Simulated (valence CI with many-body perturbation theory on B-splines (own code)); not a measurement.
## Ta: electric-dipole lines

Level of theory: configuration interaction combined with many-body perturbation theory (CI+MBPT): five valence electrons over a frozen Dirac-Fock core [Xe] 4f14, radial functions for each j: 7 s, 7 p, 8 d, 6 f, 4 g, 1 h, with the one-electron correlation potential Σ1 (screened to all orders), the two-electron term Σ2, the three-electron term Σ3, Breit, model QED; selected single and double excitations, second order for the rest, scaled by the run's own slope (own B-spline code, finite nucleus).

Against 6 measured levels this calculation errs by 56 cm⁻¹ on average and by 151 at most. These come from a selection out of the NIST Handbook of Basic Atomic Spectroscopic Data. Levels without a partner in it may be off by more, other configurations by 1,000 to 4,000 cm⁻¹. Among the levels kept, up to 1500 cm⁻¹ of a level comes from second order outside the variational space, and about a tenth of that is noise between levels of different J, which matters for small intervals.

Lines 101 to 126 of 126 in falling wavelength, among levels below 23814 cm⁻¹, chosen from the strongest by gf and those to the six lowest levels. Wavelengths and rates use the calculated energies, so an error of 60 cm⁻¹ moves a line at 556.7 nm by 0.33 % and its rate by three times that or more. Electric multipoles are in the length gauge, E1 and E2 with the static RPA response of the core. Weak lines are less certain than strong ones. Lines between different terms over intervals too small for the method are left out, as are lines whose strength nearly cancels. The highest levels of a list are the least certain.

Names give the largest LS component (configuration and term), which can be under half, so a name can repeat, a term be missing and a line seem to break the LS rules; names also repeat where a configuration has a term twice. Letters in brackets count levels of one name in rising energy.

| λ vac (nm) | Upper | Lower | A (s⁻¹) | S (a.u.) |
| --- | --- | --- | --- | --- |
| 556.7 | 5d3 6s 6p 6F°_7/2 | 5d3 6s2 4F_9/2 | 3.65e+05 | 2.48e-01 |
| 555.5 | 5d2 6s2 6p 4D°_5/2 | 5d3 6s2 4F_7/2 | 1.52e+02 | 7.69e-05 |
| 553.6 | 5d3 6s 6p 6G°_7/2 | 5d3 6s2 4F_5/2 | 1.53e+05 | 1.03e-01 |
| 550.3 | 5d3 6s 6p 4D°_1/2 | 5d3 6s2 4F_3/2 | 1.33e+06 | 2.19e-01 |
| 550.1 | 5d3 6s 6p 6G°_9/2 | 5d3 6s2 4F_7/2 | 2.46e+05 | 2.02e-01 |
| 541.2 | 5d2 6s2 6p 4G°_7/2 | 5d3 6s2 4F_7/2 | 2.18e+03 | 1.36e-03 |
| 533.1 | 5d2 6s2 6p 2D°_3/2 | 5d3 6s2 4F_5/2 | 2.32e+05 | 6.93e-02 |
| 529.7 | 5d3 6s 6p 6G°_5/2 [b] | 5d3 6s2 4F_3/2 | 1.30e+05 | 5.70e-02 |
| 526.4 | 5d3 6s 6p 4D°_5/2 | 5d3 6s2 4F_5/2 | 9.93e+04 | 4.29e-02 |
| 520.6 | 5d2 6s2 6p 4F°_5/2 | 5d3 6s2 4F_7/2 | 2.43e+05 | 1.02e-01 |
| 518.2 | 5d3 6s 6p 4D°_3/2 | 5d3 6s2 4F_3/2 | 4.27e+04 | 1.17e-02 |
| 508.7 | 5d3 6s 6p 6F°_7/2 | 5d3 6s2 4F_7/2 | 2.86e+04 | 1.49e-02 |
| 507.8 | 5d2 6s2 6p 4F°_3/2 | 5d3 6s2 4F_5/2 | 4.51e+05 | 1.16e-01 |
| 501.3 | 5d2 6s2 6p 4D°_5/2 | 5d3 6s2 4F_5/2 | 6.98e+02 | 2.60e-04 |
| 496.2 | 5d2 6s2 6p 2S°_1/2 | 5d3 6s2 4F_3/2 | 6.58e+04 | 7.93e-03 |
| 489.7 | 5d2 6s2 6p 4G°_7/2 | 5d3 6s2 4F_5/2 | 3.59e+04 | 1.66e-02 |
| 482.9 | 5d2 6s2 6p 2D°_3/2 | 5d3 6s2 4F_3/2 | 1.28e+06 | 2.84e-01 |
| 477.4 | 5d3 6s 6p 4D°_5/2 | 5d3 6s2 4F_3/2 | 6.91e+04 | 2.23e-02 |
| 472.8 | 5d2 6s2 6p 4F°_5/2 | 5d3 6s2 4F_5/2 | 1.63e+06 | 5.09e-01 |
| 462.9 | 5d3 6s 6p 6F°_7/2 | 5d3 6s2 4F_5/2 | 5.51e+04 | 2.16e-02 |
| 462.0 | 5d2 6s2 6p 4F°_3/2 | 5d3 6s2 4F_3/2 | 1.01e+06 | 1.96e-01 |
| 458.3 | 5d3 6s 6p 6F°_3/2 | 5d3 6s2 4F_5/2 | 3.71e+04 | 7.04e-03 |
| 456.7 | 5d2 6s2 6p 4D°_5/2 | 5d3 6s2 4F_3/2 | 1.58e+03 | 4.45e-04 |
| 437.3 | 5d3 6s 6p 6F°_1/2 | 5d3 6s2 4F_3/2 | 2.98e+05 | 2.46e-02 |
| 432.8 | 5d2 6s2 6p 4F°_5/2 | 5d3 6s2 4F_3/2 | 1.27e+05 | 3.06e-02 |
| 420.7 | 5d3 6s 6p 6F°_3/2 | 5d3 6s2 4F_3/2 | 2.19e+05 | 3.21e-02 |
